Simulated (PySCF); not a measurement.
C3H6F2O, SMILES COC(C)(F)F.

Geometry optimised at PBE0-D3(BJ)/def2-SVP. One conformer was computed; it need not be the lowest.

Method: PBE0-D3(BJ)/def2-SVP (PySCF).

No scaling factor is applied to the harmonic values.

| mode | ν (cm⁻¹) | IR (km/mol) | Raman (Å⁴/amu) | depolarisation | moving atoms (share of kinetic energy) |
|---|---|---|---|---|---|
| 1 | 84 | 3.1 | 0.1 | 0.75 | H 50 %, C 27 %, O 12 %, F 10 % |
| 2 | 172 | 2.6 | 0.1 | 0.61 | H 79 %, C 9 % |
| 3 | 242 | 0.9 | 0.1 | 0.57 | H 88 % |
| 4 | 279 | 1.2 | 0.3 | 0.26 | C 44 %, F 26 %, H 26 % |
| 5 | 378 | 0.5 | 0.4 | 0.73 | F 44 %, H 24 %, C 21 %, O 11 % |
| 6 | 385 | 1.5 | 0.3 | 0.48 | F 35 %, H 23 %, O 23 %, C 19 % |
| 7 | 520 | 5.6 | 0.9 | 0.68 | F 56 %, C 20 %, O 13 %, H 11 % |
| 8 | 594 | 0.5 | 1.2 | 0.59 | F 49 %, O 21 %, H 15 %, C 14 % |
| 9 | 600 | 20.8 | 2.0 | 0.67 | F 37 %, C 37 %, O 16 %, H 11 % |
| 10 | 821 | 8.0 | 6.7 | 0.02 | F 39 %, C 29 %, O 19 %, H 13 % |
| 11 | 955 | 47.8 | 3.5 | 0.72 | H 51 %, C 29 %, F 13 % |
| 12 | 972 | 23.5 | 3.5 | 0.75 | H 55 %, C 26 %, F 18 % |
| 13 | 1160 | 23.2 | 2.4 | 0.59 | C 42 %, O 42 %, H 13 % |
| 14 | 1179 | 2.0 | 2.8 | 0.75 | H 76 %, C 19 % |
| 15 | 1195 | 61.0 | 1.8 | 0.73 | H 58 %, C 37 % |
| 16 | 1224 | 181.1 | 1.3 | 0.42 | C 62 %, H 28 % |
| 17 | 1301 | 118.2 | 1.5 | 0.45 | C 47 %, H 34 %, O 15 % |
| 18 | 1307 | 416.7 | 0.9 | 0.67 | C 69 %, H 13 %, O 11 % |
| 19 | 1417 | 130.3 | 0.5 | 0.73 | H 50 %, C 48 % |
| 20 | 1448 | 4.8 | 11.5 | 0.75 | H 95 % |
| 21 | 1457 | 5.7 | 11.2 | 0.74 | H 93 % |
| 22 | 1467 | 10.0 | 17.7 | 0.75 | H 93 % |
| 23 | 1481 | 27.8 | 5.2 | 0.72 | H 90 % |
| 24 | 1488 | 2.0 | 9.3 | 0.74 | H 90 %, C 9 % |
| 25 | 3038 | 35.5 | 107.4 | 0.03 | H 97 % |
| 26 | 3090 | 0.8 | 124.6 | 0.02 | H 97 % |
| 27 | 3130 | 24.5 | 46.8 | 0.68 | H 91 %, C 9 % |
| 28 | 3186 | 9.5 | 80.9 | 0.58 | H 90 %, C 10 % |
| 29 | 3200 | 3.8 | 48.1 | 0.73 | H 90 %, C 10 % |
| 30 | 3203 | 1.9 | 59.6 | 0.74 | H 90 %, C 10 % |
